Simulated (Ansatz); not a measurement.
A nudged elastic band was laid between two geometries of Cl2F2Ge + H4Si (10 atoms, charge 0, multiplicity 1).

All numbers below come from RKS PBE0/def2-SVP in Ansatz 0.2.0.

```
movable images  : 7
climbing image  : yes
spring          : 5.0 eV/Å²
optimiser       : quadratic models (default)
start path      : through a guess of the saddle point
force threshold : 0.05 eV/Å
iteration limit : 60
end points      : relaxed
```

Initial state:

```xyz
10
Properties=species:S:1:pos:R:3
Ge 0.723 -0.075 -0.321
F 1.029 0.117 1.352
F 2.242 0.057 -1.096
Cl -0.530 1.485 -0.991
Cl -0.082 -1.989 -0.678
Si -3.277 0.081 1.484
H -3.394 -0.526 0.125
H -4.150 -0.663 2.439
H -3.696 1.513 1.431
H -1.859 0.000 1.947
```

Final state:

```xyz
10
Properties=species:S:1:pos:R:3
Ge -0.700 -0.229 -0.388
F -0.450 0.968 2.429
F 0.715 -0.391 0.670
Cl -0.240 1.475 -1.600
Cl -0.572 -1.984 -1.614
Si -2.709 -0.078 0.891
H -3.774 -0.553 -0.040
H -2.569 -1.013 2.038
H -2.929 1.337 1.279
H 0.234 0.468 2.026
```

Problem. Which bonds break or form, and what moves?

Solution. Bonds broken: Ge1–F2, Si6–H10. Bonds formed: Ge1–Si6, F2–H10. Cl2F2Ge + H4Si becomes Cl2FGeH3Si + FH.

Problem. Give the energies along the band, and the barrier.

Solution. The run converged. The highest image is number 3 of 0 to 8, 2.16 eV above the first end and 2.26 eV above the last; the last end lies 0.11 eV below the first. Neighbouring images differ by up to 1.7 eV, so the band resolves the path poorly. A vibrational analysis at the climbing image gives one clearly imaginary mode, 1166i cm⁻¹: a first-order saddle point. The orbitals stay closed-shell, which can raise the energy where a bond breaks towards radicals; this wasn't checked here.

```json
{"image": "0", "path coordinate (Å)": "0.00", "energy (eV)": "0.00", "Ge1–F2 (Å)": "1.71", "Si6–H10 (Å)": "1.49", "Ge1–Si6 (Å)": "4.39"}
{"image": "1", "path coordinate (Å)": "1.04", "energy (eV)": "0.07", "Ge1–F2 (Å)": "1.71", "Si6–H10 (Å)": "1.49", "Ge1–Si6 (Å)": "3.94"}
{"image": "2", "path coordinate (Å)": "2.07", "energy (eV)": "0.63", "Ge1–F2 (Å)": "1.73", "Si6–H10 (Å)": "1.49", "Ge1–Si6 (Å)": "3.34"}
{"image": "3", "path coordinate (Å)": "3.11", "energy (eV)": "2.16", "Ge1–F2 (Å)": "1.95", "Si6–H10 (Å)": "1.79", "Ge1–Si6 (Å)": "2.74"}
{"image": "4", "path coordinate (Å)": "4.58", "energy (eV)": "0.46", "Ge1–F2 (Å)": "2.64", "Si6–H10 (Å)": "2.51", "Ge1–Si6 (Å)": "2.39"}
{"image": "5", "path coordinate (Å)": "6.06", "energy (eV)": "0.15", "Ge1–F2 (Å)": "2.93", "Si6–H10 (Å)": "3.38", "Ge1–Si6 (Å)": "2.38"}
{"image": "6", "path coordinate (Å)": "7.54", "energy (eV)": "-0.03", "Ge1–F2 (Å)": "2.98", "Si6–H10 (Å)": "3.47", "Ge1–Si6 (Å)": "2.38"}
{"image": "7", "path coordinate (Å)": "9.01", "energy (eV)": "-0.10", "Ge1–F2 (Å)": "3.19", "Si6–H10 (Å)": "3.19", "Ge1–Si6 (Å)": "2.39"}
{"image": "8", "path coordinate (Å)": "10.49", "energy (eV)": "-0.11", "Ge1–F2 (Å)": "3.07", "Si6–H10 (Å)": "3.20", "Ge1–Si6 (Å)": "2.39"}
```

Problem. What is the geometry of the highest image?

Solution. 
```xyz
10
Properties=species:S:1:pos:R:3
Ge -0.207 -0.049 -0.041
F 0.192 -0.489 1.821
F 1.386 0.602 -0.139
Cl -1.141 1.319 -1.452
Cl -0.259 -2.008 -0.862
Si -2.664 0.178 1.141
H -3.291 -0.509 -0.017
H -3.096 -0.477 2.416
H -2.923 1.641 1.180
H -0.991 -0.207 1.644
```

The run took 11 min on 4 threads of AMD EPYC 7R32 (Zen 2), on a shared host, peak memory 0.45 GiB.
